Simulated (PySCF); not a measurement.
1,3-dithiane (C4H8S2), SMILES C1CSCSC1.

Coordinates come from a PBE0-D3(BJ)/def2-SVP optimisation. The values are those of a single conformer.

All values below come from PBE0-D3(BJ)/def2-SVP run with PySCF.

Frequencies are harmonic and unscaled.

```csv
mode,ν (cm⁻¹),IR (km/mol),moving atoms (share of kinetic energy)
1,176,0.5,"C 39 %, H 37 %, S 24 %"
2,209,2.0,"H 39 %, C 38 %, S 23 %"
3,322,1.1,"S 46 %, C 44 %, H 11 %"
4,324,0.1,"C 35 %, S 33 %, H 31 %"
5,343,2.0,"H 37 %, S 32 %, C 31 %"
6,472,0.1,"H 49 %, C 32 %, S 19 %"
7,663,1.6,"C 59 %, S 21 %, H 20 %"
8,697,7.1,"C 60 %, S 23 %, H 17 %"
9,700,0.6,"C 56 %, S 34 %, H 10 %"
10,771,15.9,"C 62 %, S 25 %, H 12 %"
11,793,0.4,"H 63 %, C 35 %"
12,820,1.1,"H 69 %, C 28 %"
13,917,4.2,"C 58 %, H 36 %"
14,936,12.2,"C 50 %, H 48 %"
15,1023,2.8,"H 52 %, C 45 %"
16,1081,0.4,"H 57 %, C 43 %"
17,1099,0.7,H 97 %
18,1167,1.7,"H 87 %, C 11 %"
19,1190,14.3,"H 86 %, C 12 %"
20,1226,1.1,"H 80 %, C 19 %"
21,1260,10.0,"H 80 %, C 19 %"
22,1301,9.0,"H 69 %, C 31 %"
23,1316,0.0,"H 81 %, C 19 %"
24,1377,0.0,"H 61 %, C 39 %"
25,1400,7.8,H 93 %
26,1428,7.2,"H 91 %, C 9 %"
27,1433,16.3,H 92 %
28,1446,7.8,"H 90 %, C 10 %"
29,3050,23.6,H 94 %
30,3055,6.0,H 94 %
31,3057,40.7,H 94 %
32,3066,12.1,H 94 %
33,3121,9.7,"H 91 %, C 9 %"
34,3140,3.4,"H 91 %, C 9 %"
35,3142,7.8,"H 91 %, C 9 %"
36,3163,0.5,"H 91 %, C 9 %"
```
